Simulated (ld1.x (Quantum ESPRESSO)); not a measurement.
Before and after: TM potential for Ta (Z = 73)

ld1.x (Quantum ESPRESSO) 7.5 input, shortened:

```
&input
   title='Ta', zed=73., rel=1, dft='PBESOL', iswitch=3,
   config='[Xe] 4f14 5d3 6s2 6p0'
 /
 &inputp
   pseudotype=2, tm=.true., lloc=1,
   nlcc=.true., new_core_ps=.true.
 /
3
6S  1  0   2.00   0.00  2.50  2.50  0.0
5D  3  2   3.00   0.00  1.60  1.60  0.0
5P  2  1   6.00   0.00  2.10  2.10  0.0
 &test
   configts(1)='5p6 5d3 6s2 6p0'
 /
```

All-electron outer shells of the reference configuration (PBEsol, scalar-relativistic, ld1.x):

| shell | level (eV) | outermost node (bohr) | outermost maximum (bohr) |
| --- | --- | --- | --- |
| 5s | -73.03 | 0.54 | 0.98 |
| 5p | -39.42 | 0.58 | 1.13 |
| 4f | -24.73 | – | 0.44 |
| 6s | -5.47 | 1.32 | 2.78 |
| 5d | -3.62 | 0.65 | 1.58 |
| 6p | -1.36 | 1.59 | 3.85 |

Change: wave 6s (bound): rc 2.50 bohr becomes 6s (bound): rc 1.90 bohr.

Cutoffs: the cutoffs (Ry, on a coarse ladder) from which the occupation-weighted sum of valence levels, in a spherical-Bessel basis at the reference potential, stays within 10 and 1 mRy of its value at 400 Ry; they do not see the model core or the augmentation charge, which bear on the density cutoff. Errors are all-electron minus pseudo energies relative to the spin-unpolarised reference configuration.

**Question.** What does the change do?

**Answer.** The potential gets harder (30 Ry and 45 Ry → 35 Ry and 90 Ry); both files keep a bound ghost (s); of the 7 tests that both files solve, the error grows in 3 and shrinks in 0 by more than 15 % and 0.3 meV (median size 35.9 → 53.7 meV). A smaller radius makes the pseudo-wave follow the all-electron one further in, where it bends more sharply, so more plane waves are needed. That the errors move this way runs against the usual rule that smaller radii transfer better.

| quantity | base | changed |
| --- | --- | --- |
| cutoff, loose | 30 Ry | 35 Ry |
| cutoff, tight | 45 Ry | 90 Ry |
| loose cutoff by channel (10 mRy a level) | s 8 Ry, d 21 Ry, p 18 Ry | s 21 Ry, d 21 Ry, p 18 Ry |
| bound ghosts | s | s |
| error for 5p6 5d3 6s1 6p0, meV [ΔE 8.50 eV] | -8.2 | -9.7 |
| error for 5p6 5d3 6s0 6p0, meV [ΔE 23.48 eV] | -36 | -32 |
| error for 5p6 5d2 6s0 6p0, meV [ΔE 47.09 eV] | -19 | -54 |
| error for 5p6 5d3 6s0 6p2, meV [ΔE 8.66 eV] | +320 | +335 |
| error for 5p6 5d3 6s1 6p1, meV [ΔE 4.22 eV] | +146 | +149 |
| error for 5p6 5d3 6s1.5 6p0, meV [ΔE 3.48 eV] | -2.5 | -2.9 |
| error for 5p6 5d2 6s2 6p1, meV [ΔE 3.03 eV] | +188 | +176 |

 A true bound ghost makes a file unfit for plane-wave use even where its test errors are small: the radial tests pick states by their node count and pass the ghost by.
